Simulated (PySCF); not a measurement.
InH₂F, SMILES [F][InH2].

Geometry optimised at r2SCAN-D4/def2-TZVP. The def2 effective core potentials stand for the cores of In; spin–orbit coupling is left out.

Calculation: r2SCAN/def2-TZVPD (PySCF).

Symmetry labels are those of the subgroup C2v that the program uses (full group C2v).

Computed valence orbital energies around the gap with their symmetry:
| orbital | symmetry | energy (eV) |
|---|---|---|
| HOMO−7 | A2 | -19.86 |
| HOMO−6 | B2 | -19.74 |
| HOMO−5 | A1 | -19.68 |
| HOMO−4 | A1 | -11.36 |
| HOMO−3 | B2 | -8.84 |
| HOMO−2 | A1 | -8.60 |
| HOMO−1 | B1 | -8.46 |
| HOMO | B2 | -7.69 |
| LUMO | B1 | -2.26 |
| LUMO+1 | A1 | -1.11 |
| LUMO+2 | A1 | -0.17 |
| LUMO+3 | A1 | 0.81 |
